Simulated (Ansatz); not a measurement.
F2Zn (SMILES [F][Zn][F]) moved off its minimum; all values from Ansatz (a first-principles code), cores frozen in correlated methods.
(charge 0, multiplicity 1)
```xyz
3

Zn     0.0225    -0.0117     0.0082
F      0.0312    -0.0175     1.7414
F     -0.0011     0.0491    -1.7519
```

Forces at r2SCAN/def2-TZVPP (eV/Å):

| atom | Fx | Fy | Fz |
|---|---|---|---|
| Zn1 | -0.028 | 0.092 | -0.658 |
| F2 | 0.008 | -0.031 | -0.203 |
| F3 | 0.020 | -0.061 | 0.861 |

Problem. Give the forces (eV/Å), the total energy and the dipole at CCSD(T)/def2-TZVPPD.

Solution. 
```tsv
atom	Fx	Fy	Fz
Zn1	-0.025	0.080	-0.667
F2	0.008	-0.030	0.060
F3	0.016	-0.050	0.607
```
Energy -1977.8243 hartree, dipole 0.19 D.
